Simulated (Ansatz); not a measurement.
`BC(C)C` + `N=CCl` → `B/N=C\Cl` + `CCC`  (ligand exchange at a B–C bond)

Gas-phase electronic energies from Ansatz, PBE0-D4/def2-TZVP geometries. CCSD(T)/CBS adds triple-zeta CCSD(T) − MP2 to the extrapolated MP2 energy (def2 sets, frozen cores). This one scheme is used for every species. DFT in def2-TZVPP. Each species was taken in one conformer, which may not be the lowest.

```tsv
level	ΔE (eV)
BLYP-D4	-1.51
r2SCAN0-D4	-1.39
BHLYP-D4	-1.38
HF/def2-SVP	-1.36
```

Problem. What does CCSD(T)/CBS give? (An estimate is asked.)

Solution. Ansatz gave: -1.28 eV. The listed levels differ from it by -0.23, -0.11, -0.10, -0.08 eV.

Problem. What do rigid-rotor, harmonic-oscillator terms from PBE0-D4/def2-TZVP frequencies (298.15 K, 1 bar) make of the CCSD(T)/CBS value? (Estimate.)

Solution. Ansatz gave: ΔZPE = +0.05 eV, ΔH = -1.23 eV, ΔS = -4 J/(mol·K), ΔG = -1.22 eV.

Largest T1 diagnostic among the species: 0.014.

Leaving LDA and LC-ωPBE aside and taking each functional with its dispersion term where it has one, the values, not all of them listed here, spread over 0.23 eV, from BLYP-D4 to ωB97X-V. LDA lies −0.07 eV from PBE without D4. From BLYP to BHLYP (50 % exact exchange), in def2-TZVPP and without D4, ΔE moves by +0.15 eV. At CCSD(T), def2-SVP lies −0.15 eV from the extrapolated value and def2-TZVPP −0.00 eV.
